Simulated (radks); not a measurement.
Ionisation of neutral arsenic, [Ar] 3d10 4s2 4p3, to [Ar] 3d10 4s2 4p2 as the strength of local exchange is varied. Method: scalar-relativistic Kohn-Sham, Slater X-alpha exchange (alpha = 2/3 is LDA exchange), no correlation, spin-polarised, spherical densities, finite nucleus; open shells are filled with parallel spins first; Fermi nuclear charge, rms radius 4.0968 fm; computed with a radial shooting solver on a logarithmic mesh with Libxc functionals.

alpha  E(As) (hartree)  exchange (hartree)  IE (eV)  -e of the level emptied (eV)  <r> of it (bohr)
0.667      -2254.89811           -77.62356    9.126                    5.223 (4p)             2.557
0.768      -2266.69463           -89.84898   10.224                    6.209 (4p)             2.471
0.811      -2271.73574           -95.09111   10.708                    6.649 (4p)             2.437
0.895      -2281.61585          -105.39558   11.681                    7.541 (4p)             2.375
1.036      -2298.29637          -122.88231   13.397                    9.134 (4p)             2.281

NIST Atomic Spectra Database: 9.789 eV (measured). The Delta-SCF value meets it near alpha = 0.73. Open shells are spherical and high-spin; term and fine-structure splittings are not resolved.
